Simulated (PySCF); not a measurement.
InF₂, SMILES [F][In+][F], charge +1.

Geometry optimised at PBE-D3(BJ)/def2-TZVP. The spin state was assumed, not searched. The isomer is the one that the SMILES or the coordinates give; other isomers of the formula were not compared. The def2 effective core potentials stand for the cores of In; spin–orbit coupling is left out.

Level of theory: PBE-D3(BJ)/def2-TZVP run with PySCF.

Frequencies are harmonic and unscaled.

Modes within 1.5 cm⁻¹ of each other (mostly degenerate sets) share a row, with their intensities summed.

Computed vibrational spectrum:
| mode | ν (cm⁻¹) | IR (km/mol) | moving atoms (share of kinetic energy) |
|---|---|---|---|
| 1–2 | 140 | 47.6 | F 75 %, In 25 % |
| 3 | 615 | 0.0 | F 100 % |
| 4 | 739 | 50.0 | F 75 %, In 25 % |
